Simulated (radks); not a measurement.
Valence configurations of Eu3+ (all share [Xe]). All-electron calculation, scalar-relativistic Kohn-Sham, r2SCAN, spin-polarised, spherical densities, finite nucleus; open shells are filled with parallel spins first (spin-orbit coupling, left out, can overturn this in heavy ions); meta-GGA in the generalised Kohn-Sham scheme; Fermi nuclear charge, rms radius 5.1115 fm. Program: a radial shooting solver on a logarithmic mesh with Libxc functionals. Energies are relative to 4f6; eigenvalues in eV for spin up.

valence,E (eV),moment (Bohr magnetons),e(4f),e(5d),e(6p),e(6s)
4f6,0.000,6,-34.992,-,-,-
4f5.5 5d0.5,5.839,6,-38.454,-25.697,-,-
4f5.5 6p0.5,10.171,6,-40.620,-,-18.495,-
4f5 6p1,22.305,6,-46.423,-,-20.040,-
4f4 6s2,43.061,4,-56.614,-,-,-26.941
4f4 6s1 6p1,47.307,6,-57.532,-,-22.091,-28.359
4f4 6p2,53.462,6,-58.584,-,-22.552,-
4f3 5d1 6p2,80.477,6,-66.894,-36.985,-23.093,-
4f3 6p3,94.773,6,-71.438,-,-24.820,-
4f1 6p5,217.11,2,-99.361,-,-27.849,-

NIST lists [Xe] 4f6 as the ground configuration; this level of theory agrees among the configurations tried. The energies are those of spherical high-spin densities, not of single terms.
